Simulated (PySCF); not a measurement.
In(CF3)(OH)2 (CH₂F₃InO₂), SMILES [In]([OH])([OH])[C](F)(F)F. Atoms are numbered in the order given.

```xyz
9

In     0.2572     0.4707     0.3894
C     -0.6001    -1.1217    -0.9166
F     -1.9520    -1.1503    -0.8144
F     -0.1388    -2.3487    -0.5988
F     -0.2975    -0.8920    -2.2186
O      1.4574    -0.0038     1.9367
H      1.7236     0.8244     2.3835
O     -0.0341     2.4663     0.2212
H     -0.6176     2.6595    -0.5384
```

Geometry optimised at PBE-D3(BJ)/def2-SVP. The structure was generated by enumeration; whether it is a known compound was not checked. The def2 effective core potentials stand for the cores of In; spin–orbit coupling is left out. The values are those of a single conformer.

The numbers are results of TDA-B3LYP/def2-SVPD (PySCF), not measurements.

Vertical excitations. 

Computed lowest excited states:
| state | energy (eV) | λ (nm) | f | main pairs |
|---|---|---|---|---|
| S1 | 4.75 | 261 | 0.000 | HOMO→LUMO 99 % |
| S2 | 5.27 | 235 | 0.044 | HOMO−2→LUMO 98 % |
| S3 | 5.51 | 225 | 0.017 | HOMO→LUMO+1 51 %, HOMO−3→LUMO 45 % |
| S4 | 5.87 | 211 | 0.119 | HOMO−1→LUMO 55 %, HOMO−2→LUMO+1 34 % |
| S5 | 5.97 | 208 | 0.010 | HOMO−1→LUMO+1 98 % |
| S6 | 6.19 | 200 | 0.000 | HOMO−3→LUMO+1 99 % |
| S7 | 6.66 | 186 | 0.226 | HOMO→LUMO+1 29 %, HOMO−3→LUMO 24 %, HOMO−2→LUMO+1 16 %, HOMO−1→LUMO 14 % |
| S8 | 6.77 | 183 | 0.274 | HOMO−2→LUMO+1 37 %, HOMO−3→LUMO 21 %, HOMO−1→LUMO 18 %, HOMO→LUMO+1 12 % |
| S9 | 7.14 | 174 | 0.020 | HOMO→LUMO+2 92 % |
| S10 | 7.39 | 168 | 0.014 | HOMO−4→LUMO 86 % |
| T1 | 4.39 | 283 | 0 | HOMO→LUMO 96 % |
| T2 | 4.45 | 279 | 0 | HOMO−1→LUMO 97 % |
| T3 | 4.78 | 260 | 0 | HOMO−2→LUMO 95 % |
| T4 | 4.85 | 256 | 0 | HOMO−3→LUMO 94 % |
Triplets are in the Tamm–Dancoff approximation.
